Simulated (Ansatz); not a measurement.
Coupled-cluster diagnostics for Ga₂P₃, Ansatz.

Geometry of the doublet (PBE-D4/def2-SVP):

```xyz
5

Ga   -2.705    0.091   -1.590
Ga    1.102   -0.017    0.721
P    -0.244   -0.309   -1.356
P     3.031   -0.118    1.752
P    -1.184    0.353    0.473
```

Correlated methods freeze 33 core orbitals; core or outer-core shells of Ga are correlated, in sets that lack core-valence functions. In CCSD on the charge 0 doublet the largest single amplitude is 0.24, so its Hartree–Fock determinant may place the open shell otherwise than the density functionals do. Another isomer (doublet) lies 2.42 eV lower at PBE0-D4/def2-TZVP; other spin states weren't run for this one.

Question: Estimate the CCSD(T) correlation energy, the shares of MP2 and (T), T1 and the reference's ⟨S²⟩ for: charge 0, doublet, own geometry in def2-SVP; and the rough time on 4 threads of Arm Neoverse N1 on a shared host.

Answer: 
```csv
state,basis,correlation (eV),MP2 share (%),(T) share (%),T1,⟨S²⟩ (pure),wall time,remarks
"charge 0, doublet, own geometry",def2-SVP,-20.933,90.3,5.3,0.049,1.55 (0.75),56 s,"large T1 (0.049), spin-contaminated (⟨S²⟩ 1.55)"
```
Customary marks for T1 are 0.02 (closed shells), 0.045 (open shells) and about 0.05 (3d metals). T1 exceeds 0.02 in 1 of 1 rows and 0.045 in 1; the higher it lies, the less the single-reference result can be trusted.
